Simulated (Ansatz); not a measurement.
Cost and result for the atomization energy of C$_{2}$H$_{9}$NOSi (`CN([SiH3])CO`) (14 atoms, 13 bonds).

```xyz
14

C     1.478    0.165   -0.294
N     0.052    0.015   -0.079
Si   -0.988   -0.457   -1.368
C    -0.335   -0.121    1.293
O    -0.132    1.056    2.038
H     1.872    0.970    0.331
H     1.678    0.422   -1.337
H     2.032   -0.754   -0.058
H    -2.385   -0.199   -0.932
H    -0.885   -1.894   -1.763
H    -0.645    0.351   -2.568
H    -1.387   -0.434    1.329
H     0.266   -0.880    1.809
H    -0.621    1.760    1.600
```

Total charge 0; spin multiplicity 1. The structure was optimised at the PBE0-D4/def2-TZVP level. It is one conformer, not always the lowest. Program: Ansatz. All runs use 4 threads of an Intel Xeon 6975P-C on a shared host. Times are those of one run each, without the atoms' runs, and a repeat can differ threefold. Electronic energies, without spin–orbit coupling; frozen cores. CCSD(T)/CBS adds CCSD(T) − MP2 in def2-TZVPP to the MP2 limit, and its time is that of the two runs behind it. T1 = 0.011. HSE06 is the plane-wave form, built on full-range PBE exchange.

CCSD(T)/CBS is a level of theory with its own doubt, some kJ/mol a heavy atom from the limit and from the frozen cores, so smaller differences don't rank the functionals.

```
                             level  functions  wall time
            LDA (SPW92)/def2-TZVPP        292     0.95 s
                BLYP-D4/def2-TZVPP        292      1.4 s
   PBE-D4/def2-TZVPP (with forces)        292      1.8 s
               HSE06-D4/def2-TZVPP        292      2.2 s
r2SCAN-D4/def2-TZVPP (with forces)        292      2.9 s
                  CCSD(T)/def2-SVP        119      2.9 s
                 B2PLYP/def2-TZVPP        292      3.9 s
               PBE-QIDH/def2-TZVPP        292      4.1 s
                ωB97X-V/def2-TZVPP        292      4.7 s
                 B97M-V/def2-TZVPP        292        5 s
                    MP2/def2-QZVPP        568       19 s
                CCSD(T)/def2-TZVPP        292    2.5 min
                 CCSD(T)/CBS(def2)          –    2.8 min
```

(1) What atomization energy does each give, and how far from CCSD(T)/CBS? (An estimate is asked.)

Answers

(1) Ansatz gave: 
```
                             level  atomization (kJ/mol)  difference from CCSD(T)/CBS  per bond
            LDA (SPW92)/def2-TZVPP                5713.0                        708.2      54.5
                BLYP-D4/def2-TZVPP                4996.5                         -8.3      -0.6
   PBE-D4/def2-TZVPP (with forces)                5072.9                         68.1       5.2
               HSE06-D4/def2-TZVPP                4994.7                        -10.1      -0.8
r2SCAN-D4/def2-TZVPP (with forces)                4989.9                        -14.9      -1.1
                  CCSD(T)/def2-SVP                4718.6                       -286.2     -22.0
                 B2PLYP/def2-TZVPP                4946.1                        -58.7      -4.5
               PBE-QIDH/def2-TZVPP                4950.5                        -54.3      -4.2
                ωB97X-V/def2-TZVPP                5022.9                         18.1       1.4
                 B97M-V/def2-TZVPP                4994.5                        -10.3      -0.8
                    MP2/def2-QZVPP                4996.9                         -7.9      -0.6
                CCSD(T)/def2-TZVPP                4872.2                       -132.6     -10.2
                 CCSD(T)/CBS(def2)                5004.8                          0.0       0.0
```

At CCSD(T), def2-SVP lies −286.2 kJ/mol from the extrapolated value and def2-TZVPP −132.7 kJ/mol: correlation converges slowly with the basis, and small sets miss more of it in the bonded molecule than in its fragments. Leaving LDA and LC-ωPBE aside and taking each functional with its dispersion term where it has one, the values, not all of them listed here, spread over 201.5 kJ/mol, from BHLYP-D4 to PBE-D4. LDA lies +667.7 kJ/mol from PBE without D4, its usual overbinding. From r2SCAN to r2SCAN0 (25 % exact exchange), in def2-TZVPP and without D4, the atomization energy moves by −67.8 kJ/mol: exact exchange takes away binding that semilocal exchange gives to molecules.
